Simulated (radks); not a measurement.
The numbers below are computed, except where a source is named.
Task: The praseodymium ion Pr6+ is in [Kr] 4d10 5s2 5p5. Code: a radial shooting solver on a logarithmic mesh with Libxc functionals. Model: scalar-relativistic Kohn-Sham, PBEsol, spin-polarised, spherical densities, finite nucleus; Fermi nuclear charge, rms radius of each element as measured or else 0.836 A^(1/3) + 0.57 fm. Open shells are filled with parallel spins first. One electron is removed from 5p, 4p, 5s, 4d in turn, with full relaxation. Which removal costs least, and what does each cost?

Result: 5p 97.341 eV; 5s 119.39 eV; 4d 212.87 eV; 4p 319.61 eV. The 5p electron leaves first.
